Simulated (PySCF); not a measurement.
C$_{4}$H$_{8}$O$_{2}$S, triplet, at the geometry of the source list (a higher spin typed on purpose: for a closed-shell molecule this is an excited state); BLYP/STO-3G run with PySCF.

PySCF was given this input:
```python
from pyscf import gto, scf, dft

mol = gto.M(
    atom='''
O     2.15370000    1.24870000   -0.46550000
S     1.15940000    0.77730000    0.45840000
O     1.34220000    1.09490000    1.84770000
C    -0.51370000    1.29520000   -0.08850000
C    -1.04900000    0.04500000   -0.74980000
C    -0.58920000   -1.14330000    0.10210000
C     0.91180000   -1.02840000    0.24590000
H    -1.06620000    1.57120000    0.80460000
H    -0.40910000    2.14240000   -0.75690000
H    -2.13640000    0.06560000   -0.83280000
H    -0.62890000   -0.04640000   -1.75360000
H    -0.87980000   -2.08770000   -0.35970000
H    -1.05670000   -1.08360000    1.08710000
H     1.31570000   -1.53460000    1.11530000
H     1.44640000   -1.31630000   -0.65430000
''',
    basis='sto-3g',
    spin=2,
    verbose=3,
)

mf = dft.UKS(mol)
mf.xc = 'blyp'
mf.kernel()
```

Question: What does PySCF print? Leave out banner, timings and long lists.

Answer: 
```
SCF not converged.
SCF energy = -696.753769449097 after 50 cycles  <S^2> = 2.0040411  2S+1 = 3.0026928
```

Convergence was not reached.
